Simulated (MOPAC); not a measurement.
Input for MOPAC: PM6 on AlGa, 2S+1 = 3, a spin state set in the input, which need not be the lowest, a point of a bond scan (R = 2.400 Å).

```
PM6 1SCF PRECISE CHARGE=0 UHF MS=1 THREADS=1
AlGa

Al     0.00000000 1     0.00000000 1     0.00000000 1
Ga     0.00000000 1     0.00000000 1     2.40020300 1
```

Program output:

```
*******************************************************************************
 **                                                                           **
 **                              MOPAC v23.2.5                                **
 **                                                                           **
 *******************************************************************************
 ** MOPAC's Digital Object Identifier: https://doi.org/10.5281/zenodo.6511958 **
 **                                                                           **
 ** Please cite the open-source release paper for use of this MOPAC version:  **
 ** J. E. Moussa and J. J. P. Stewart (2026)                                  **
 ** MOPAC: An open-source semiempirical molecular orbital program             **
 ** J. Open Source Softw., 11(119), 8025, https://doi.org/10.21105/joss.08025 **
 *******************************************************************************

                              PM6 CALCULATION RESULTS

 *******************************************************************************
 *  PM6        - The PM6 Hamiltonian to be used
 *  UHF        - UNRESTRICTED HARTREE-FOCK CALCULATION
 *
 *
 *
 *                 CHARGE ON SYSTEM = 0
 *
 *
 *
 *  MS=        - IN MECI, MAGNETIC COMPONENT OF SPIN =  1.0
 *  PRECISE    - TIGHTER CRITERIA TO BE USED
 *  1SCF       - DO 1 SCF AND THEN STOP
 *  THREADS=1  - MULTI-THREADING NOT USED
 *  T=         - A TIME OF 172800.0 SECONDS REQUESTED
 *  DUMP=N     - RESTART FILE WRITTEN EVERY 7200.0 SECONDS REQUESTED
 *******************************************************************************
PM6 1SCF PRECISE CHARGE=0 UHF MS=1 THREADS=1
 AlGa

   ATOM   CHEMICAL          X               Y               Z
  NUMBER   SYMBOL      (ANGSTROMS)     (ANGSTROMS)     (ANGSTROMS)

     1      Al          0.00000000  *   0.00000000  *   0.00000000  *
     2      Ga          0.00000000  *   0.00000000  *   2.40020300  *



          CARTESIAN COORDINATES

    NO.       ATOM           X           Y           Z

     1        Al          0.0000      0.0000      0.0000
     2        Ga          0.0000      0.0000      2.4002

 General Reference for PM6:
 "Optimization of Parameters for Semiempirical Methods V: Modification of NDDO Approximations
 and Application to 70 Elements", J. J. P. Stewart, J. Mol. Mod., 13, 1173-1213 (2007)
 URL: https://link.springer.com/article/10.1007/s00894-007-0233-4

           Empirical Formula: Al Ga  =     2 atoms



      MOLECULAR POINT GROUP   :   C*v


          UHF CALCULATION, NO. OF ALPHA ELECTRONS =    4
                           NO. OF BETA  ELECTRONS =    2

 -------------------------------------------------------------------------------
 PM6 1SCF PRECISE CHARGE=0 UHF MS=1 THREADS=1
 AlGa



     1SCF WAS SPECIFIED, SO BFGS WAS NOT USED
     SCF FIELD WAS ACHIEVED


                              PM6 CALCULATION
                                                       MOPAC v23.2.5 Linux




          FINAL HEAT OF FORMATION =         79.53458 KCAL/MOL =     332.77268 KJ/MOL


          COSMO AREA              =        100.68 SQUARE ANGSTROMS
          COSMO VOLUME            =         88.49 CUBIC ANGSTROMS

          IONIZATION POTENTIAL    =          6.313690 EV
          ALPHA SOMO LUMO (EV)    =         -6.314 -1.753
          BETA  SOMO LUMO (EV)    =        -10.248 -1.844
          NO. OF ALPHA ELECTRONS  =          4
          NO. OF BETA  ELECTRONS  =          2
          MOLECULAR WEIGHT        =         96.7165         POINT GROUP:  C*v

          MOLECULAR DIMENSIONS (Angstroms)

            Atom       Atom       Distance
           Ga     2   Al     1     2.40020
           Ga     2   Al     1     0.00000
           Al     1   Ga     2     0.00000


          SCF CALCULATIONS        =          1





   ATOM   CHEMICAL          X               Y               Z
  NUMBER   SYMBOL      (ANGSTROMS)     (ANGSTROMS)     (ANGSTROMS)

     1      Al          0.00000000  *   0.00000000  *   0.00000000  *
     2      Ga          0.00000000  *   0.00000000  *   2.40020300  *

                             CARTESIAN COORDINATES

   1   Al        0.000000000     0.000000000     0.000000000
   2   Ga        0.000000000     0.000000000     2.400203000


           Empirical Formula: Al Ga  =     2 atoms



      MOLECULAR POINT GROUP   :   C*v


          ALPHA EIGENVALUES
 -15.14982 -10.97123  -6.31369  -6.31369  -1.75263   0.17739   0.17739   3.84779
 108.99096 108.99096 110.48674 110.48674 111.11359


           BETA EIGENVALUES
 -13.97762 -10.24751  -1.84396  -0.49336  -0.49336   1.56463   1.56463   4.01618
 112.58092 112.83557 112.83557 113.86971 113.86971


              NET ATOMIC CHARGES AND DIPOLE CONTRIBUTIONS

  ATOM NO.   TYPE          CHARGE      No. of ELECS.   s-Pop       p-Pop       d-Pop
    1         Al           0.237984        2.7620     1.70132     1.05362     0.00707
    2         Ga          -0.237984        3.2380     1.82471     1.41327
 DIPOLE           X         Y         Z       TOTAL
 POINT-CHG.     0.000     0.000    -2.744     2.744
 HYBRID         0.000     0.000     0.271     0.271
 SUM            0.000     0.000    -2.472     2.472


          ATOMIC ORBITAL ELECTRON POPULATIONS

     Atom    s        px        py        pz      x^2-y^2     xz        z^2       yz        xy
    1 Al   1.70132   0.44182   0.44182   0.16999   0.00000   0.00111   0.00485   0.00111   0.00000
    2 Ga   1.82471   0.55708   0.55708   0.29912


                    (SZ)    =    1.000000
                    (S**2)  =    2.034097


          ATOMIC ORBITAL SPIN POPULATIONS

    Atom   Total    s     px     py     pz   x^2-y^2  xz     z^2    yz     xy
         Atomic
    1 Al  0.8045 -0.031  0.442  0.442 -0.050  0.000  0.001 -0.001  0.001  0.000
    2 Ga  1.1955  0.057  0.557  0.557  0.024

 **********************
 *                    *
 * JOB ENDED NORMALLY *
 *                    *
 **********************




 == MOPAC DONE ==
```

The run finished.

Cost: very roughly 0.010 core-seconds.
